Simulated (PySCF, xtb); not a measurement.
B(Cl)(Et)(NH2) (C₂H₇BClN), SMILES CCB(N)Cl.

GFN2-xTB run with xtb at its own geometry gives an orbital gap of 5.64 eV and a dipole moment of 3.35 D.

Geometry optimised at PBE-D3(BJ)/def2-SVP. This is a generated structure with no PubChem entry under its InChIKey; it may be hypothetical. The values are those of a single conformer.

What does HF/def2-TZVP (PySCF) give? (Estimate from the structure and the level; the computed values follow.)

gap 14.65 eV (levels -11.52 and 3.13 eV), dipole 2.57 D.
